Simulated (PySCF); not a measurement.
A homologous series of growing length: n-germane methyl/methyl. Isolated molecules, 0 K electronic values unless said otherwise. One relaxed conformer stands for each flexible species; it need not be the lowest. Strings in code marks are SMILES. All members: neutral, multiplicity 1. Level: TPSSh-D3(BJ)/def2-TZVP // PBE0-D3(BJ)/def2-SVP (PySCF). 

```
species                                                                            n (atoms other than H)     1/n  HOMO–LUMO gap (eV)
---------------------------------------------------------------------------------  ----------------------  ------  ------------------
`[CH3][GeH2][GeH2][GeH2][GeH2][GeH2][GeH2][CH3]`                                                        8  0.1250            withheld
`[CH3][GeH2][GeH2][GeH2][GeH2][GeH2][CH3]`                                                              7  0.1429                5.72
`[CH3][GeH2][GeH2][GeH2][GeH2][CH3]`                                                                    6  0.1667                6.15
`[CH3][GeH2][GeH2][GeH2][CH3]` (C–Ge–Ge–Ge torsion 180°, Ge–Ge–Ge–C torsion 180°)                       5  0.2000                6.75
`[CH3][GeH2][GeH2][CH3]` (C–Ge–Ge–C torsion 179°)                                                       4  0.2500                7.06
`[CH3][GeH2][CH3]`                                                                                      3  0.3333                8.69
```

Task: Fit HOMO–LUMO gap = a + b·x to the 5 complete rows by least squares, with x = 1/n. Give a, b and the rms residual, and predict the withheld value.

Result: Means of the 5 rows: x̄ = 0.21858, ȳ = 6.874 eV. Σ(x − x̄)² = 0.022912 and Σ(x − x̄)(y − ȳ) = 0.34138, so b = 14.900 and a = ȳ − b·x̄ = 3.617 eV. The rms residual is 0.153 eV. At x = 0.125 the line gives 5.48 eV, outside the range of the fitted rows. The run for `[CH3][GeH2][GeH2][GeH2][GeH2][GeH2][GeH2][CH3]` gave 5.41 eV, so the line is off by 0.07 eV, within twice the rms residual.

Codes: PySCF.
